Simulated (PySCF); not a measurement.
C2H5FSe. Atoms are numbered in the order given.

```xyz
9

Se     0.0942     0.2477     0.7058
F      1.3150     0.8278    -0.4471
C     -0.5737    -1.1554    -0.4454
C     -1.1208    -0.6447    -1.7624
H     -1.3459    -1.6483     0.1713
H      0.2411    -1.8811    -0.5878
H     -0.3451    -0.0837    -2.3028
H     -1.9793     0.0249    -1.6069
H     -1.4421    -1.4846    -2.3987
```

Geometry optimised at PBE0-D3(BJ)/def2-SVP. The structure was generated by enumeration, and PubChem lists no compound with its InChIKey, so it may never have been made. One conformer was computed; it need not be the lowest.

Method: PySCF with PBE0-D3(BJ)/def2-SVP.

Frequencies are harmonic and unscaled.

| mode | ν (cm⁻¹) | IR (km/mol) | Raman (Å⁴/amu) | depolarisation | moving atoms (share of kinetic energy) |
|---|---|---|---|---|---|
| 1 | 89 | 0.7 | 0.3 | 0.65 | F 33 %, H 32 %, C 29 % |
| 2 | 181 | 3.3 | 1.1 | 0.68 | H 42 %, F 38 %, C 16 % |
| 3 | 269 | 0.5 | 0.3 | 0.57 | H 75 %, C 17 % |
| 4 | 316 | 0.6 | 1.9 | 0.48 | C 46 %, H 24 %, Se 22 % |
| 5 | 583 | 1.1 | 13.9 | 0.27 | C 65 %, H 21 %, Se 13 % |
| 6 | 666 | 45.6 | 6.3 | 0.35 | F 81 %, Se 18 % |
| 7 | 737 | 8.2 | 0.8 | 0.29 | H 81 %, C 17 % |
| 8 | 970 | 9.7 | 4.0 | 0.73 | H 75 %, C 25 % |
| 9 | 1014 | 0.7 | 5.7 | 0.70 | H 79 %, C 20 % |
| 10 | 1083 | 2.8 | 3.7 | 0.39 | C 66 %, H 34 % |
| 11 | 1241 | 2.1 | 4.2 | 0.61 | H 76 %, C 24 % |
| 12 | 1269 | 15.2 | 3.9 | 0.67 | H 76 %, C 24 % |
| 13 | 1386 | 7.1 | 4.8 | 0.73 | H 80 %, C 20 % |
| 14 | 1426 | 4.5 | 11.2 | 0.75 | H 88 %, C 12 % |
| 15 | 1457 | 11.1 | 15.0 | 0.75 | H 97 % |
| 16 | 1476 | 5.0 | 13.4 | 0.73 | H 96 % |
| 17 | 3060 | 19.1 | 121.9 | 0.07 | H 97 % |
| 18 | 3068 | 6.1 | 147.8 | 0.07 | H 94 % |
| 19 | 3139 | 0.9 | 102.7 | 0.68 | H 90 %, C 10 % |
| 20 | 3156 | 9.1 | 103.5 | 0.68 | H 91 %, C 9 % |
| 21 | 3175 | 6.4 | 24.6 | 0.74 | H 90 %, C 10 % |
